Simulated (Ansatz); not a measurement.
A nudged elastic band was laid between two geometries of C2H5BOS (10 atoms, charge 0, multiplicity 1).

The calculation used RKS BHLYP/def2-SVP in Ansatz 0.2.0.

| Quantity | Value |
| --- | --- |
| movable images | 7 |
| climbing image | yes |
| spring | 5.0 eV/Å² |
| optimiser | quadratic models (default) |
| start path | through a guess of the saddle point |
| force threshold | 0.03 eV/Å |
| iteration limit | 60 |
| end points | relaxed |

Image 0:

```xyz
10
Properties=species:S:1:pos:R:3
O -0.621 1.292 1.595
C 0.076 0.695 0.612
B -0.091 -0.813 0.336
C 0.409 -0.991 -1.127
S -0.866 0.349 -1.119
H -0.502 2.239 1.573
H 0.976 1.227 0.301
H -0.752 -1.567 0.980
H 0.081 -1.868 -1.680
H 1.373 -0.614 -1.468
```

Image 8:

```xyz
10
Properties=species:S:1:pos:R:3
O -0.426 1.731 1.055
C -0.105 0.540 0.157
B 0.099 -0.862 0.372
C 0.346 -1.049 -1.219
S 0.094 0.759 -1.589
H 0.277 1.867 1.698
H -1.258 1.587 1.516
H 0.101 -1.636 1.287
H -0.399 -1.641 -1.756
H 1.354 -1.347 -1.517
```

Question: Which bonds break or form, and what moves?

Answer: Bonds broken: C2–H7, B3–S5. Bonds formed: O1–H7.

Question: What energy profile does the band end with?

Answer: The forces met the threshold. The highest image is number 5 of 0 to 8, 332.6 kJ/mol above the first end and 13.9 kJ/mol above the last; the last end lies 318.6 kJ/mol above the first. Neighbouring images differ by up to 2.7 eV, so the band resolves the path poorly. A vibrational analysis at the climbing image gives one clearly imaginary mode, 259i cm⁻¹: a first-order saddle point. The orbitals stay closed-shell, which can raise the energy where a bond breaks towards radicals; this wasn't checked here.

```
image  path coordinate (Å)  energy (kJ/mol)  C2–H7 (Å)  B3–S5 (Å)  O1–H7 (Å)
    0                 0.00              0.0       1.09       2.02       2.06
    1                 0.84             22.7       1.09       2.17       2.06
    2                 1.68             49.4       1.10       2.38       2.05
    3                 2.52            308.7       1.29       2.45       1.51
    4                 3.36            322.7       2.08       2.54       0.96
    5                 4.20            332.6       2.06       2.56       0.96
    6                 4.91            327.5       2.04       2.55       0.96
    7                 5.62            321.2       2.04       2.55       0.96
    8                 6.32            318.6       2.07       2.54       0.96
```

Question: What is the geometry of the highest image?

Answer: 
```xyz
10
Properties=species:S:1:pos:R:3:forces:R:3
O -0.560 1.463 1.374 0.00 0.00 0.00
C -0.240 0.385 0.304 0.00 0.00 0.00
B 0.104 -1.000 0.343 0.00 0.00 0.00
C 0.270 -0.968 -1.272 0.00 0.00 0.00
S -0.168 0.845 -1.404 0.00 0.00 0.00
H -0.534 2.341 0.976 0.00 0.00 0.00
H 0.132 1.422 2.042 0.00 0.00 0.00
H 0.250 -1.875 1.147 0.00 0.00 0.00
H -0.451 -1.549 -1.851 0.00 0.00 0.00
H 1.281 -1.114 -1.657 0.00 0.00 0.00
```

The run took 6.2 min on 2 threads of AMD EPYC 9R14 (Zen 4), with other jobs on the host, peak memory 0.23 GiB.
